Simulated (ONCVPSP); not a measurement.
Which change was made? (Sb, ONCV)

```json
{
  "Element": "Sb (Z = 51)",
  "Generator": "ONCVPSP 4.0.1",
  "Type": "optimised norm-conserving Vanderbilt (ONCV)",
  "Functional": "PBE",
  "Relativity": "scalar-relativistic",
  "Frozen core": "[Kr]",
  "Valence charge": "15",
  "Reference configuration": "4d10 5s2 5p3",
  "Partial waves": "5s: rc 2.00 bohr, ncon 4, nbas 7, qcut 3 1/bohr, 2 projectors, debl 0.7 Ha; 5p: rc 2.05 bohr, ncon 4, nbas 8, qcut 3.5 1/bohr, 2 projectors, debl 3 Ha; 4d: rc 1.45 bohr, ncon 4, nbas 8, qcut 9.1 1/bohr, 3 projectors, debl 1.9 Ha",
  "Local potential": "polynomial inside 1.30 bohr (lpopt 5, dvloc0 3 Ha)",
  "Core correction": "none"
}
```

Cutoffs, loose and tight: the cutoffs (Ha) at which the residual kinetic energy of the hardest occupied pseudo-wave falls to 1 and 0.1 mHa per electron. They do not see the model core or the augmentation charge, which bear on the density cutoff. Test errors are all-electron minus pseudo excitation energies from the reference, over the configurations 4d10 5s2 5p2; 4d10 5s2 5p1; 4d10 5s2 5p0; 4d10 5s1 5p0; variants that change the core or the reference have their own tests.

The base gives: outcome: generated; cutoff, loose: 36 Ha; cutoff, tight: 43 Ha; bound ghosts: s; GHOST(+) flags above zero: p; largest test error (meV): +50.

Question: After one change the result is: outcome: generated; cutoff, loose: 31 Ha; cutoff, tight: 35 Ha; bound ghosts: none; GHOST(+) flags above zero: s; largest test error (meV): -16. Which change was it?
A. all radii scaled by about 0.77 (s 1.54, p 1.58, d 1.12 bohr); local potential polynomial inside 1.00 bohr (lpopt 5, dvloc0 3 Ha)
B. all radii scaled by about 1.22 (s 2.44, p 2.50, d 1.78 bohr); local potential polynomial inside 1.58 bohr (lpopt 5, dvloc0 3 Ha)
C. all radii scaled by about 1.11 (s 2.22, p 2.28, d 1.62 bohr); local potential polynomial inside 1.44 bohr (lpopt 5, dvloc0 3 Ha)
D. all radii scaled by about 0.85 (s 1.70, p 1.76, d 1.24 bohr); local potential polynomial inside 1.12 bohr (lpopt 5, dvloc0 3 Ha)

Answer: B. The others give: all radii scaled by about 1.11 (s 2.22, p 2.28, d 1.62 bohr); local potential polynomial inside 1.44 bohr (lpopt 5, dvloc0 3 Ha) → outcome: generated; cutoff, loose: 34 Ha; cutoff, tight: 38 Ha; bound ghosts: none; GHOST(+) flags above zero: s; largest test error (meV): +39 | all radii scaled by about 0.77 (s 1.54, p 1.58, d 1.12 bohr); local potential polynomial inside 1.00 bohr (lpopt 5, dvloc0 3 Ha) → outcome: failed: optimize: ERROR ps0norm > uunorm, code will stop | all radii scaled by about 0.85 (s 1.70, p 1.76, d 1.24 bohr); local potential polynomial inside 1.12 bohr (lpopt 5, dvloc0 3 Ha) → outcome: generated; cutoff, loose: 41 Ha; cutoff, tight: 126 Ha; bound ghosts: s, d; GHOST(+) flags above zero: s, p; largest test error (meV): +51.
